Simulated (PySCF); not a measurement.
SMILES C[SiH2]Cl, CAM-B3LYP/def2-SVP optimised geometry.

```
8

C      1.08    -0.46     0.00
Si    -0.78    -0.46     0.00
Cl    -1.48     1.50     0.00
H      1.48     0.05    -0.89
H      1.48     0.05     0.89
H      1.46    -1.50     0.00
H     -1.32    -1.13     1.21
H     -1.32    -1.13    -1.21
```

Density from CAM-B3LYP/def2-TZVP in PySCF at that geometry.

Minimum of the electron density along straight lines between bonded atoms, close to the bond critical point (lines longer than 1.1 times the sum of covalent radii, or with two minima, are not listed):

```json
[
 {"bond": "C1–Si2", "length / Å": "1.864", "ρ at the minimum / e bohr⁻³": "0.126", "∇²ρ there / e bohr⁻⁵": "(withheld)", "position (fraction from the first atom)": "0.61"},
 {"bond": "Si2–Cl3", "length / Å": "2.076", "ρ at the minimum / e bohr⁻³": "(withheld)", "∇²ρ there / e bohr⁻⁵": "(withheld)", "position (fraction from the first atom)": "0.36"},
 {"bond": "C1–H4", "length / Å": "1.100", "ρ at the minimum / e bohr⁻³": "0.268", "∇²ρ there / e bohr⁻⁵": "-0.89", "position (fraction from the first atom)": "0.64"},
 {"bond": "C1–H5", "length / Å": "1.100", "ρ at the minimum / e bohr⁻³": "0.268", "∇²ρ there / e bohr⁻⁵": "-0.89", "position (fraction from the first atom)": "0.64"},
 {"bond": "C1–H6", "length / Å": "1.101", "ρ at the minimum / e bohr⁻³": "0.266", "∇²ρ there / e bohr⁻⁵": "-0.88", "position (fraction from the first atom)": "0.64"},
 {"bond": "Si2–H7", "length / Å": "1.485", "ρ at the minimum / e bohr⁻³": "0.125", "∇²ρ there / e bohr⁻⁵": "0.13", "position (fraction from the first atom)": "0.49"},
 {"bond": "Si2–H8", "length / Å": "1.486", "ρ at the minimum / e bohr⁻³": "0.125", "∇²ρ there / e bohr⁻⁵": "0.13", "position (fraction from the first atom)": "0.49"}
]
```

**Question.** Fill in the missing entries.

**Answer.** 
- C1–Si2, ∇²ρ there / e bohr⁻⁵: 0.17
- Si2–Cl3, ρ at the minimum / e bohr⁻³: 0.095
- Si2–Cl3, ∇²ρ there / e bohr⁻⁵: 0.20
